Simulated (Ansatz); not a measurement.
Mulliken charges of GeH$_{4}$S$_{2}$ (`[SH][GeH2][SH]`) from r2SCAN/def2-TZVPP in Ansatz (PBE0-D4/def2-TZVP geometry).

```tsv
atom	x (Å)	y (Å)	z (Å)	charge (e)
S1	-1.995	-0.111	-0.168	-0.307
Ge2	0.073	0.573	0.271	0.377
S3	1.430	-1.039	0.977	-0.307
H4	-1.662	-0.691	-1.333	0.106
H5	0.669	1.216	-0.989	0.009
H6	-0.055	1.549	1.442	0.016
H7	1.602	-1.565	-0.246	0.106
```

**Question.** By hand: the dipole of these point charges (1 e Å = 4.8032 D).

**Answer.** Σ q r = (0.200, 0.366, -0.299) e Å, of length 0.513 e Å = 2.46 D.

**Question.** How does the dipole of the full density compare? (Best estimate.)

**Answer.** Ansatz gave: (0.120, 0.071, -0.298) e Å, 1.58 D; the point charges give 1.56 times that, at 35° from its direction.

Point charges leave out the atoms' own dipoles, such as those of lone pairs, and Mulliken's split depends on the basis, so the two needn't agree.
